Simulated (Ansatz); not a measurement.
`[NH2][GeH2][O][SiH](N)Cl` and `N[SiH](O)Cl` differ in one atom or group.

Ansatz, PBE0-D4/def2-TZVP geometries, multiplicity 1. Each molecule was computed in one conformer, which needn't be the lowest.

Scalar relativity is left out up to krypton.

```json
{"property": "HOMO energy (B3LYP/def2-TZVPP) / eV", "`[NH2][GeH2][O][SiH](N)Cl`": "-7.37"}
{"property": "LUMO energy (PBE0/def2-TZVPP) / eV", "`[NH2][GeH2][O][SiH](N)Cl`": "0.51"}
{"property": "size of the dipole moment (ωB97M-V/def2-TZVPP) / D", "`[NH2][GeH2][O][SiH](N)Cl`": "2.08"}
{"property": "size of the dipole moment (B3LYP/def2-TZVPP) / D", "`[NH2][GeH2][O][SiH](N)Cl`": "2.08"}
{"property": "HOMO energy (PBE0/def2-TZVPP) / eV", "`[NH2][GeH2][O][SiH](N)Cl`": "-7.62"}
{"property": "LUMO energy (PBE/def2-TZVPP) / eV", "`[NH2][GeH2][O][SiH](N)Cl`": "-0.31"}
```

Question: What does the change do to each property? (An estimate is asked.)

Answer: Computed: 
```
                                          property  `N[SiH](O)Cl`  shift
               HOMO energy (B3LYP/def2-TZVPP) / eV          -7.73  -0.36
                LUMO energy (PBE0/def2-TZVPP) / eV           0.73   0.22
size of the dipole moment (ωB97M-V/def2-TZVPP) / D           2.53   0.45
  size of the dipole moment (B3LYP/def2-TZVPP) / D           2.52   0.44
                HOMO energy (PBE0/def2-TZVPP) / eV          -7.98  -0.36
                 LUMO energy (PBE/def2-TZVPP) / eV          -0.13   0.18
```

With PBE0 the HOMO falls by 0.36 eV and the LUMO rises by 0.22 eV, so the gap widens by about 0.58 eV. PBE moves the HOMO by -0.34 eV and ωB97M-V by -0.38 eV. Dipoles are sizes alone; their direction can turn.

B3LYP here is the variant with VWN-RPA as its local correlation; programs differ in this.
